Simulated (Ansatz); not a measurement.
`C[O][Nb]([F])([F])([O]C)[O]C`, 18 atoms. The species carries charge 0 and has multiplicity 1. Correlated methods include outer-core shells of Nb, which these sets cover unevenly. Nb: def2 effective core potential. Hardware: A = 4 threads of an AMD EPYC 7R13 on a shared host and a share of an NVIDIA H100 80 GB; B = 4 threads of an AMD EPYC 7R13 on a shared host. Correlated methods freeze the cores.

**Question.** Give the basis size and wall time and peak host memory of each of these runs in Ansatz. RKS PBE-D4/def2-TZVPP energy and forces [A]; RHF-CCSD(T)/def2-SVP energy [A]; RKS ωB97M-V/def2-SVP energy [B]; RHF-MP2/def2-QZVPP energy [A]; RKS PBE0-D4/def2-SVP energy [B]; RKS PBE0-D4/def2-TZVP relaxation (12 steps) [A]; RKS PBE-QIDH (frozen core)/def2-TZVPP energy [A]; RKS PBE0-D4/def2-QZVPP energy [A]; RKS ωB97M-V/def2-QZVPP energy [A]; RHF-CCSD(T)/def2-TZVPP energy [A]; direct RPA on PBE orbitals/def2-TZVPP energy [A]; RKS r2SCANh-D4/def2-TZVPP energy [A]. (An estimate is asked.)

**Answer.** Computed: Other jobs shared the machine, so times are rough.

```json
{"level": "RKS r2SCANh-D4/def2-TZVPP", "job": "energy [A]", "functions": "430", "wall time": "3.6 s", "peak host memory (GiB)": "1"}
{"level": "RHF-CCSD(T)/def2-SVP", "job": "energy [A]", "functions": "188", "wall time": "3.8 s", "peak host memory (GiB)": "0.85"}
{"level": "RKS PBE-QIDH (frozen core)/def2-TZVPP", "job": "energy [A]", "functions": "430", "wall time": "3.8 s", "peak host memory (GiB)": "2"}
{"level": "RKS PBE0-D4/def2-QZVPP", "job": "energy [A]", "functions": "807", "wall time": "3.8 s", "peak host memory (GiB)": "1.4"}
{"level": "RKS PBE-D4/def2-TZVPP", "job": "energy and forces [A]", "functions": "430", "wall time": "4 s", "peak host memory (GiB)": "0.97"}
{"level": "RKS PBE0-D4/def2-SVP", "job": "energy [B]", "functions": "188", "wall time": "4.8 s", "peak host memory (GiB)": "0.81"}
{"level": "direct RPA on PBE orbitals/def2-TZVPP", "job": "energy [A]", "functions": "430", "wall time": "5.5 s", "peak host memory (GiB)": "2"}
{"level": "RKS ωB97M-V/def2-QZVPP", "job": "energy [A]", "functions": "807", "wall time": "8 s", "peak host memory (GiB)": "1.5"}
{"level": "RHF-MP2/def2-QZVPP", "job": "energy [A]", "functions": "807", "wall time": "10 s", "peak host memory (GiB)": "1.5"}
{"level": "RKS ωB97M-V/def2-SVP", "job": "energy [B]", "functions": "188", "wall time": "15 s", "peak host memory (GiB)": "1.1"}
{"level": "RKS PBE0-D4/def2-TZVP", "job": "relaxation (12 steps) [A]", "functions": "342", "wall time": "31 s", "peak host memory (GiB)": "1"}
{"level": "RHF-CCSD(T)/def2-TZVPP", "job": "energy [A]", "functions": "430", "wall time": "41 s", "peak host memory (GiB)": "0.94"}
```
